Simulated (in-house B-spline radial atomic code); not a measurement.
**Solving the quasi-particle equation for 2s of the nitrogen ion N³⁺**

Configuration [He] 2s2, start Hartree-Fock; correlation leaves out the deepest shell. Computed with an all-electron radial atomic-structure program (B-spline basis): all electrons, non-relativistic, point nucleus, each spin shell either full or empty, empty states to l = 9 with an (l + 1/2)⁻⁴ tail; G0W0 by contour deformation at full frequency.

At the mean-field level ε = -75.287 eV the matrix elements are Σx = -24.549 eV, v_xc = -24.549 eV and Σc(ε) = -1.722 eV, and the slope of the correlation self-energy is dΣc/dω = -0.0318. The quasi-particle energy solves E = ε + Σx − v_xc + Σc(E).

What does the linearised equation give?

Z = 1/(1 − dΣc/dω) = 1/1.0318 = 0.9692. The first-order shift is Σx − v_xc + Σc(ε) = -24.549 − (-24.549) + (-1.722) = -1.722 eV, so E ≈ ε + Z × shift = -75.287 + 0.9692 × (-1.722) = -76.956 eV.

How does that compare with the full solution and with static screening?

Solving the equation at full frequency dependence gives E = -76.957 eV, where Σc = -1.670 eV and the weight is 0.970; the linearised value is off by 1 meV. Leaving Z out would give -77.009 eV. Static COHSEX puts -3.848 eV in place of Σc and gives -79.135 eV, 2.18 eV deeper. The tabulated removal energy is 77.474 eV (NIST, measured); the run leaves out relativity, Breit and QED terms.
